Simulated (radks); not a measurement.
Question: These are the eigenvalues of the occupied orbitals of an atom or ion with whole-number occupations (hartree). All-electron calculation, non-relativistic Kohn-Sham, LDA (Slater exchange, Perdew-Wang correlation), spin-polarised, spherical densities, point nucleus. Program: a radial shooting solver on a logarithmic mesh with Libxc functionals.

orbital  eigenvalue
1s up     -425.2266
1s down   -425.2223
2s up     -54.94726
2s down   -54.94486
2p up     -49.38635
2p down   -49.38376
3s up      -8.57442
3s down    -8.56878
3p up      -6.69446
3p down    -6.68792
3d up      -3.37705
3d down    -3.36674
4s up      -2.10568

Which element is it, and in what charge state? The configuration may be excited. Open shells, if any, are filled with parallel spins first.

Answer: Z = 33, arsenic, charge +4: As4+ in [Ar] 3d10 4s1. The list shows which subshells hold electrons but not how many an open one holds; the 1s level, -425.23 hartree, gives Z - s = 29.2 by -(Z - s)^2/2, which with screening narrows Z to a few neighbours, and the depths of the outer levels then fix element, charge and occupations together.
